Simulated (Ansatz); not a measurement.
`F/C=C(F)/C(F)=C/F` + H₂ → `F/C=C/C(F)=C\F` + H–F at 600 K and 1 bar (hydrogenolysis of a C–F bond).

Calculated with Ansatz (gas phase, PBE0-D4/def2-TZVP geometries, no zero-point term in ΔE). CBS: MP2 limit from def2 TZ/QZ plus the TZ coupled-cluster correction, frozen cores. This one scheme is used for every species. Double bonds are as drawn, so ΔE can hold a change between cis and trans. Each species was taken in one conformer, which may not be the lowest.

| species | CCSD(T)/CBS energy (Eh) | H − E (kJ/mol) | S (J/(mol·K)) |
| --- | --- | --- | --- |
| `F/C=C(F)/C(F)=C/F` | -552.48833 | 210.6 | 452.4 |
| H₂ | -1.17544 | 43.9 | 150.8 |
| `F/C=C/C(F)=C\F` | -453.31638 | 225.3 | 432.3 |
| H–F | -100.39570 | 42.3 | 194.0 |

H − E and S are ideal-gas, rigid-rotor, harmonic terms from PBE0-D4/def2-TZVP, for one conformer and one mirror image of each species. For small species the MP2-based limit differs from directly extrapolated CCSD(T) by up to some mEh (0.8 for H₂); such offsets cancel only in part. 1 Eh = 2625.50 kJ/mol, R = 8.31446 J/(mol·K).

Question: By hand: ΔE, ΔH, ΔS and ΔG.

Answer: ΔE = (-453.31638) + (-100.39570) − (-552.48833) − (-1.17544) = -0.04831 Eh = -126.8 kJ/mol. Δ(H − E) = 225.3 + 42.3 − 210.6 − 43.9 = 13.1, so ΔH = -113.7 kJ/mol. ΔS = 432.3 + 194.0 − 452.4 − 150.8 = 23.1 J/(mol·K). ΔG = -113.7 − 600 × (23.1)/1000 = -127.6 kJ/mol.

Question: By hand: the equilibrium constant, and the temperature at which ΔG would vanish if ΔH and ΔS stayed fixed.

Answer: log₁₀ K = −ΔG/(RT ln 10) = 11.1. ΔH and −TΔS have one sign here, so there is no such temperature.

ΔH outweighs TΔS. A doubt of 5 kJ/mol in ΔE shifts log₁₀ K by 0.4 here. Other conformers and mirror images would add mixing entropy, several J/(mol·K) or more a flexible species. These are equilibria of isolated gas molecules and say nothing of rates. Largest T1 diagnostic: 0.013 (customary marks: 0.02 for closed shells, 0.045 for open ones).
